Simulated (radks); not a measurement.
Values are calculated unless marked as measured or tabulated.
Coherent X-ray form factor from a spherical all-electron density. Code: a radial shooting solver on a logarithmic mesh with Libxc functionals. Model: Dirac Kohn-Sham, LDA (Slater exchange, Perdew-Wang correlation), spin-unpolarised, spherical densities, point nucleus.

sin(theta)/lambda (1/angstrom)  f0 (electrons)
0.05                                    58.548
0.1                                     55.402
0.15                                    51.975
0.2                                     48.577
0.25                                    45.269
0.3                                     42.164
0.4                                     36.823
0.5                                     32.528
0.6                                     28.953
0.8                                     23.355
1                                       19.540
1.25                                    16.497
1.5                                     14.285
2                                       10.467

The species is in the configuration that NIST lists as its ground one. Which atom or ion scatters so?

Answer. Neutral neodymium, [Xe] 4f4 6s2. Extrapolating in s^2 from the first two rows gives f0(0) = 59.6, near the electron count 60; among species with that count, the fall with angle is slower the higher Z, and the table is that of Z = 60; from so few rows the species is fixed only to a neighbour or two.
